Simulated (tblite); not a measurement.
**Question.** What does the GFN2-xTB structure of `C=C/C(C)=N\[C@H]([SiH3])CF` look like in three dimensions?

**Answer.** 
Z-matrix in Å and degrees, rows numbered from 1:
```
C 
C   1  1.3285
C   2  1.4630  1  125.22
C   3  1.5016  2  117.99  1    -8.87
N   3  1.2723  2  126.11  1   171.06
C   5  1.4178  3  125.80  2    -2.17
Si  6  1.9315  5  108.35  3   -85.79
C   6  1.5233  5  106.92  3   155.58
F   8  1.3762  6  110.88  5   166.26
H   1  1.0775  2  121.34  3  -179.61
H   1  1.0764  2  122.71  3    -0.38
H   2  1.0824  1  118.81  3   179.45
H   4  1.0885  3  110.15  2    64.54
H   4  1.0880  3  110.59  2   -55.44
H   4  1.0857  3  109.07  2  -175.81
H   6  1.1004  5  114.22  3    35.30
H   7  1.4606  6  107.92  5   -59.03
H   7  1.4590  6  108.46  5   178.79
H   7  1.4656  6  105.87  5    59.27
H   8  1.0953  6  111.97  5   -74.64
H   8  1.0932  6  110.07  5    47.62
```

Of the pairs four or more bonds apart, H12···H16 is among the closest relative to their van der Waals radii: 2.10 Å, 87 % of the sum of Bondi's values. The 2 C–N bonds span 1.272 Å (C3=N5, drawn double) to 1.418 Å (N5–C6, drawn single), a spread of 0.146 Å. The 4 C–C bonds span 1.329 Å (C1=C2, drawn double) to 1.523 Å (C6–C8, drawn single), a spread of 0.194 Å. N5 (imine nitrogen) is bent (angle 125.8°).

Computed geometry: GFN2-xTB, gas phase.

Point group: C1 (no symmetry element, even within 0.4 Å). Its GFN2-xTB frequencies are all real (lowest 36 cm⁻¹). The numbers are those of one conformer (C1–C2–C3–C4 -9°, C3–N5–C6–Si7 -86°, N5–C6–C8–F9 166°). 3 starts were optimised and ended at 0.00, 1.21 and 1.21 kcal/mol (GFN2-xTB); the lowest of these is shown.
